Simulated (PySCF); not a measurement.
Molfile (atoms numbered from 1):
```
C7H11BO2
     RDKit          3D

 21 21  0  0  0  0  0  0  0  0999 V2000
    4.3283   -0.8282   -1.6284 C   0  0  0  0  0  0  0  0  0  0  0  0
    3.4183   -0.3665   -0.9689 C   0  0  0  0  0  0  0  0  0  0  0  0
    2.2711    0.2129   -0.1383 B   0  0  0  0  0  0  0  0  0  0  0  0
    2.3842    0.5017    1.1882 O   0  0  0  0  0  0  0  0  0  0  0  0
    1.1384    1.0092    1.6316 C   0  0  0  0  0  0  0  0  0  0  0  0
    0.2082    0.9747    0.3955 C   0  0  2  0  0  0  0  0  0  0  0  0
   -1.0094    0.0878    0.5650 C   0  0  0  0  0  0  0  0  0  0  0  0
   -1.8887    0.0124   -0.6738 C   0  0  0  0  0  0  0  0  0  0  0  0
   -3.0766   -0.9206   -0.5068 C   0  0  0  0  0  0  0  0  0  0  0  0
    1.0406    0.4852   -0.6558 O   0  0  0  0  0  0  0  0  0  0  0  0
    5.1330   -1.2364   -2.2136 H   0  0  0  0  0  0  0  0  0  0  0  0
    1.2782    2.0282    2.0256 H   0  0  0  0  0  0  0  0  0  0  0  0
    0.7563    0.3763    2.4497 H   0  0  0  0  0  0  0  0  0  0  0  0
   -0.1166    1.9914    0.1132 H   0  0  0  0  0  0  0  0  0  0  0  0
   -0.6636   -0.9239    0.8456 H   0  0  0  0  0  0  0  0  0  0  0  0
   -1.5930    0.4658    1.4239 H   0  0  0  0  0  0  0  0  0  0  0  0
   -2.2422    1.0276   -0.9272 H   0  0  0  0  0  0  0  0  0  0  0  0
   -1.2673   -0.3120   -1.5240 H   0  0  0  0  0  0  0  0  0  0  0  0
   -3.6945   -0.9539   -1.4165 H   0  0  0  0  0  0  0  0  0  0  0  0
   -3.7262   -0.6028    0.3250 H   0  0  0  0  0  0  0  0  0  0  0  0
   -2.7481   -1.9503   -0.2920 H   0  0  0  0  0  0  0  0  0  0  0  0
  1  2  3  0
  2  3  1  0
  3  4  1  0
  4  5  1  0
  5  6  1  0
  6  7  1  0
  7  8  1  0
  8  9  1  0
  6 10  1  0
 10  3  1  0
  1 11  1  0
  5 12  1  0
  5 13  1  0
  6 14  1  6
  7 15  1  0
  7 16  1  0
  8 17  1  0
  8 18  1  0
  9 19  1  0
  9 20  1  0
  9 21  1  0
M  END
```

Geometry: PBE0-D3(BJ)/def2-SVP; GIAO shifts from PySCF 2.14, gas phase, non-relativistic, averaged over equivalent atoms.

At PBE0/pcSseg-1 (225 basis functions, 43 s wall time on 1 thread of an Arm Neoverse V1, shared host):
| atoms | δ (ppm) |
| --- | --- |
| C1 | 96.9 |
| C2 | 83.9 |
| C6 | 79.6 |
| C5 | 74.6 |
| C7 | 43.9 |
| C8 | 22.4 |
| C9 | 16.2 |
| B3 | 22.2 |
| O10 | 162.8 |
| O4 | 139.2 |
| H12 | 4.33 |
| H14 | 4.20 |
| H13 | 3.70 |
| H11 | 2.20 |
| H18 | 1.88 |
| H15 | 1.12 |
| H17 | 1.09 |
| H16 | 1.06 |
| H19/H20/H21 | 1.01 |

References, each an isolated molecule treated in the same way: 13C (184.41 ppm), 1H (31.27 ppm) vs TMS; 11B (100.73 ppm) against BF3·OEt2; H2O for 17O (334.56 ppm).

**Question.** Predict the values at B3LYP/pcSseg-1 on the same geometry.

**Answer.** 
```csv
atoms,δ at B3LYP/pcSseg-1,change
C1,94.1,-2.8
C2,82.5,-1.4
C6,81.6,+2.0
C5,76.1,+1.5
C7,45.9,+2.0
C8,23.9,+1.5
C9,16.9,+0.7
B3,22.3,+0.1
O10,167.0,+4.2
O4,143.1,+3.9
H12,4.34,+0.01
H14,4.21,+0.01
H13,3.71,+0.01
H11,2.10,-0.10
H18,1.91,+0.03
H15,1.12,+0.00
H17,1.11,+0.02
H16,1.10,+0.04
H19/H20/H21,1.04,+0.03
```

δ = σ(ref) − σ, references computed at the same level: 13C (179.24 ppm) and 1H (31.38 ppm) against TMS; BF3·OEt2 for 11B (97.83 ppm); H2O for 17O (334.04 ppm).

The largest change is at O10 (oxygen bonded to C, B, in a 5-membered ring). Cost: 225 basis functions, 40 s wall time on 1 thread of an Arm Neoverse V1, shared host. The order of the carbon signals is the same at both levels.

A carbon bonded to boron is broadened by the quadrupolar boron nucleus and is often missing from a measured spectrum. Experimental scales use liquid or dissolved standards, which lie at an offset from isolated H2O (liquid H2O: subtract about 36 ppm).
